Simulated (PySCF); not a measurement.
A geometry optimisation on `[SiH3]CBOB`.

Computed with PBE0-D3(BJ)/def2-SVP geometry optimisation, gas phase (PySCF 2.14.0). Start geometry: GFN2-xTB. The input is one job of a driver script: a line of settings, then coordinates in Å.

Command:
```bash
OMP_NUM_THREADS=1 python probes_run.py task.json out
```

Input:
```
{"job": {"xc": "PBE0", "basis": "def2-SVP", "d3": "d3bj", "grid": 1, "shake": 0.01, "kind": "geom"}, "charge": 0, "multiplicity": 1}
B      2.506450     0.798640     0.505590
O      1.513140    -0.042030     0.484940
B      0.502010    -0.878120     0.422340
C     -0.521350    -0.775960    -0.726970
Si    -2.002760     0.337160    -0.207240
H      3.504370     0.568980    -0.033140
H      2.348900     1.855930     1.054960
H      0.433900    -1.681980     1.280140
H     -0.128610    -0.353700    -1.615530
H     -0.963310    -1.758950    -0.966780
H     -1.535200     1.705860     0.059130
H     -2.983450     0.371610    -1.273850
H     -2.668270    -0.164310     1.006080
```

Output:
```
step   0  E = -456.86004013  max force = 0.028142
step   1  E = -456.86685700  max force = 0.006153
step   2  E = -456.86700403  max force = 0.001645
step   3  E = -456.86697469  max force = 0.002259
step   4  E = -456.86703710  max force = 0.000429
step   5  E = -456.86704149  max force = 0.000211
optimisation converged
```

Energies in Eh; «max force» is the largest Cartesian gradient component in Eh/bohr.

How much energy does the optimisation release, in kcal/mol?

E(step 0) − E(last step) = 0.007001 Eh, which is 4.4 kcal/mol.

Summary of the converged run: final energy -456.86704 Eh after 5 steps; dipole 0.89 D.

Give the final coordinates.

0.050 Å rms from the input after alignment:
```
atom  x, y, z in Å
B1     2.4746    1.1379    0.6473
O2     1.4654    0.2700    0.6135
B3     0.4340   -0.5891    0.5603
C4    -0.6315   -0.4864   -0.5727
Si5   -2.0925    0.5806   -0.0218
H6     3.5088    0.8494    0.0871
H7     2.3223    2.1859    1.2347
H8     0.3558   -1.4076    1.4517
H9    -0.2253   -0.0266   -1.4889
H10   -1.0493   -1.4768   -0.8163
H11   -1.6359    1.9726    0.2764
H12   -3.1249    0.6385   -1.1015
H13   -2.7242    0.0161    1.2098
```

On one thread, Arm Neoverse N1 (aarch64), no GPU (shared host), this took 43 s of wall time and 0.47 GiB of memory at its peak.
Labels such as C1 count atoms from 1, the log's own numbers from 0.
